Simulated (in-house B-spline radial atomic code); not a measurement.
A calculation on the lanthanum ion La²⁺ (an excited or competing configuration): its settings, and results tabulated from the run. All numbers are computed (scalar-relativistic (X2C) BHandHLYP, spin-polarised, spherical fractional occupations, exact exchange averaged over the configuration; Fermi nucleus of rms radius 4.855 fm) with an all-electron radial atomic-structure program (B-spline basis), not measured.

Command:
```bash
python run_scf.py task.json out
```
Settings (nuclear radius in fm, mass in u):
```
Z                57
configuration    [Kr] 4d10 5s2 5p5 5d1 6f1
hamiltonian      x2c
method           bhandhlyp
spin_polarised   True
nucleus          fermi
rms_radius       4.855
atomic_mass      138.90636
speed_of_light   137.035999084
exact_exchange   averaged over the configuration
```

Output (hartree, bohr):
```
 radial grid: 81 intervals, B-splines of order 8, outer radius 60 bohr

 iter        energy (Eh)    residual
    1       -8482.197461    4.95e-01
    2       -8487.907734    3.18e-01
    3       -8490.483334    6.37e-02
    4       -8490.627610    2.11e-02
    5       -8490.636474    8.03e-03
    6       -8490.638193    8.03e-04
    7       -8490.638206    1.05e-04
    8       -8490.638207    3.12e-05
    9       -8490.638207    2.52e-06
   10       -8490.638207    2.72e-07

 total energy                     -8490.63821
 kinetic                            9088.4685
 electron-nucleus                 -20617.0825
 Hartree                            3242.8651
 exact exchange                     -100.7487
 exchange-correlation               -104.1406

 orbital      occ     eigenvalue          <r>       <r^2>       <1/r>       r_max
 1s up      1.000     -1430.2155    0.0244151 0.000819423     65.6229      0.0153
 1s down    1.000     -1430.2119    0.0244151  0.00081942      65.623      0.0153
 2s up      1.000      -230.3874     0.106799   0.0135216     15.0259     0.09078
 2s down    1.000      -230.3831     0.106798   0.0135214      15.026     0.09078
 2p up      3.000      -206.6762    0.0939081   0.0107816     13.6382     0.07276
 2p down    3.000      -206.6703    0.0939084   0.0107816     13.6381     0.07276
 3s up      1.000       -50.7935     0.284259   0.0924658     5.35282      0.2602
 3s down    1.000       -50.7885     0.284252   0.0924589     5.35279      0.2602
 3p up      3.000       -43.1080     0.282285    0.092468     4.94623      0.2546
 3p down    3.000       -43.1014      0.28229   0.0924689       4.946      0.2546
 3d up      5.000       -31.9580     0.259546   0.0794211     4.65305        0.21
 3d down    5.000       -31.9523     0.259544   0.0794181     4.65302        0.21
 4s up      1.000       -11.2908     0.653749    0.481897     2.18549      0.6081
 4s down    1.000       -11.2770     0.653923    0.482094     2.18436      0.6083
 4p up      3.000        -8.7321     0.691959    0.543917     1.99046      0.6347
 4p down    3.000        -8.7172     0.692596    0.544916     1.98811      0.6351
 4d up      5.000        -4.9453     0.767181    0.681682     1.72121      0.6719
 4d down    5.000        -4.9320     0.766142    0.679273     1.72249      0.6721
 5s up      1.000        -2.4373      1.54255     2.66167    0.859646       1.406
 5s down    1.000        -2.3422      1.53681     2.64491    0.865391       1.399
 5p up      3.000        -1.7334      1.74468     3.41957    0.746517       1.566
 5p down    2.000        -1.6631       1.7466     3.43448     0.74851       1.561
 5d up      1.000        -0.8788      2.34974     6.27353    0.544536       2.027
 6f up      1.000        -0.1734      9.93759     112.264    0.141979        10.4
```

Run time, properties included: 0.58 s on 1 thread of Intel(R) Xeon(R) Platinum 8375C CPU @ 2.90GHz, on a shared host.

One-electron X2C: radii and densities carry no picture-change correction, so inner-shell <1/r> comes out high (for 1s by about 2 % at Z = 33, 5 % at 54, 10 % at 75, 30 % at 118) and <r> low.
